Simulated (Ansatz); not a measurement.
Calculation: frozen-core CCSD(T)/cc-pVTZ // r2SCAN-D4/def2-TZVP in Ansatz (a program for electronic structure). The geometry is that of the parent before the electron was removed.

Ansatz 0.2 input:
```yaml
crystal:
  periodic: [false, false, false]
  atoms:
    - { symbol: C, position_ang: [-1.143781, 0.014472, 0.379782] }
    - { symbol: S, position_ang: [0.30182, -1.053684, 0.528191] }
    - { symbol: C, position_ang: [1.477086, -0.139134, -0.417587] }
    - { symbol: O, position_ang: [1.287942, 0.908889, -0.979913] }
    - { symbol: H, position_ang: [-1.454885, 0.345399, 1.369145] }
    - { symbol: H, position_ang: [-0.850659, 0.870819, -0.230193] }
    - { symbol: H, position_ang: [-1.952455, -0.532234, -0.102204] }
    - { symbol: H, position_ang: [2.447244, -0.66891, -0.429985] }
basis:
  gaussian: { orbitals: cc-pVTZ }
correlation:
  method: ccsd_t
total_charge: 1
magnetization:
  spin_polarized: true
  initial_magnetization: 1
```

Output:

```
Functional definition: HF
1036 factors; integrals over basis functions are off by at most 9.8e-4 eV
mean field evaluation 1: about -14964.5007 eV, gradient 3.9e1 eV
mean field evaluation 2: about -14964.5058 eV, gradient 3.9e1 eV
mean field evaluation 4: about -14971.3600 eV, gradient 4.8e0 eV
mean field evaluation 8: about -14971.7381 eV, gradient 8.0e-1 eV
mean field evaluation 16: about -14964.5022 eV, gradient 3.9e1 eV
mean field evaluation 32: about -14971.7513 eV, gradient 2.9e0 eV
mean field evaluation 64: about -14971.5829 eV, gradient 1.1e-3 eV
mean field evaluation 96: about -14971.5829 eV, gradient 5.9e-3 eV
mean field evaluation 128: about -14968.5585 eV, gradient 4.6e-2 eV
mean field -14971.83716780 eV, -550.2048676408 hartree, gradient 3.5e-6 eV, S^2 0.977396; 6 other end points of the search recorded, 0 dependent functions left out
determinant -14971.83716780 eV, -550.2048676408 hartree, with singles and doubles -14991.92378422 eV, -550.9430371791 hartree
determinant -14971.58288125 eV, -550.1955227824 hartree, with singles and doubles -14991.52695446 eV, -550.9284539545 hartree
determinant -14968.55860378 eV, -550.0843826353 hartree, with singles and doubles -14987.53238427 eV, -550.7816562074 hartree
determinant -14971.83716780 eV, -550.2048676408 hartree, with singles and doubles -14991.78074896 eV, -550.9377807304 hartree
determinant -14971.58288125 eV, -550.1955227824 hartree, with singles and doubles -14991.38071326 eV, -550.9230796896 hartree
8 core orbitals not correlated
reference -14971.83716780 eV, -550.2048676408 hartree; 12, 11 occupied and 160, 161 virtual orbitals, 1036 factors
second order -18.49710848 eV of doubles, -0.00000000 eV of singles
cycle   1  -19.94357622 eV  change    4.9e-6 eV  update   3.3e-6
perturbative correction -0.91700578 eV, -0.0336993408 hartree
Total energy: -14992.69774979 eV, -550.9714798894 hartree
```

Cost: about 12 core-minutes (a rough figure).
